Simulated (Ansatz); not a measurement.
System: SnSe (charge 0, singlet). SMILES: [Se]=[Sn]
Geometry: optimised at B3LYP-D3(BJ)/def2-TZVP (Ansatz, an electronic-structure program).

Wanted: atomisation energy (electronic, to ground-state atoms), in eV. Correlated levels leave the core frozen unless marked. UHF or UKS for open shells. No spin-orbit coupling. Frozen are the shells of the preceding noble gas and the d and f shells that filled before the atom's block. In def2 rows, elements after Kr have scalar-relativistic effective core potentials. STO-3G rows are all-electron and non-relativistic. The coupled-cluster limit lacks core correlation, which all-electron functionals hold. CBS(X,Y): correlation extrapolated as X^-3; Hartree-Fock from the larger set. [CCSD(T)-MP2]/basis is that difference in the basis named.

```
level                                                            program  atomisation energy (eV)  minus last row
--------------------------------------------------------  --------------  -----------------------  --------------
HF/STO-3G                                                         Ansatz                     3.67           -0.97
BLYP-D4/def2-TZVPD                                        Ansatz + dftd4                     4.91            0.27
revPBE-D3(BJ)/def2-TZVPD                                  Ansatz + dftd3                     4.73            0.09
PBE0-D4/def2-TZVPD                                        Ansatz + dftd4                     4.64            0.00
wB97X-V/def2-TZVPD                                                Ansatz                     4.61           -0.03
SCS-MP2/STO-3G                                                    Ansatz                     5.28            0.64
CCSD/def2-TZVPP                                                   Ansatz                     4.09           -0.55
CCSD(T)/def2-TZVPPD                                               Ansatz                     4.39           -0.25
RI-MP2/CBS(def2-TZVPP,def2-QZVPP)+[CCSD(T)-MP2]/def2-SVP          Ansatz                     4.66            0.02
CCSD(T)/CBS(def2-TZVPPD,def2-QZVPPD)                              Ansatz                     4.64            0.00
```

The T1 diagnostic of CCSD in the largest basis is 0.028, which is high, so the coupled-cluster rows are less sure than usual.
